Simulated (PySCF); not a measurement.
C₂H₅AlClF, SMILES C[CH2][Al]([F])[Cl].

The structure is a stationary point at B3LYP-D3(BJ)/def2-SVP. The structure was generated by enumeration; whether it is a known compound was not checked. One conformer was computed; it need not be the lowest.

Two levels are set side by side: TDDFT-PBE/def2-SVPD (PySCF) and TDDFT-B3LYP/def2-SVPD (PySCF). Vertical, same geometry. The lowest singlet is HOMO→LUMO+1 99 % with PBE and HOMO→LUMO+1 98 % with the other functional; states are paired by order. Differences are taken from unrounded values.

```json
[
 {"quantity": "lowest singlet excitation (eV)", "TDDFT-B3LYP": "6.36"},
 {"quantity": "lowest triplet excitation (TDA) (eV)", "TDDFT-B3LYP": "5.77"},
 {"quantity": "first bright state (f over 0.05) (eV)", "TDDFT-B3LYP": "6.42"},
 {"quantity": "its oscillator strength", "TDDFT-B3LYP": "0.13"}
]
```

**Question.** What does TDDFT-PBE give, and how far is it from TDDFT-B3LYP? (An estimate is asked for; the answer gives what the named calculation found.)

**Answer.** 
```csv
quantity,TDDFT-PBE,TDDFT-PBE minus TDDFT-B3LYP
lowest singlet excitation (eV),5.92,-0.44
lowest triplet excitation (TDA) (eV),5.37,-0.40
first bright state (f over 0.05) (eV),5.96,-0.46
its oscillator strength,0.11,-0.02
```

Functionals without exact exchange tend to place singlet excitations lower, as here. Differences between two approximate levels are no errors against the true value.

Rough cost on one machine, each run with all the roots and properties that it gave: TDDFT-B3LYP against TDDFT-PBE about 3 times.
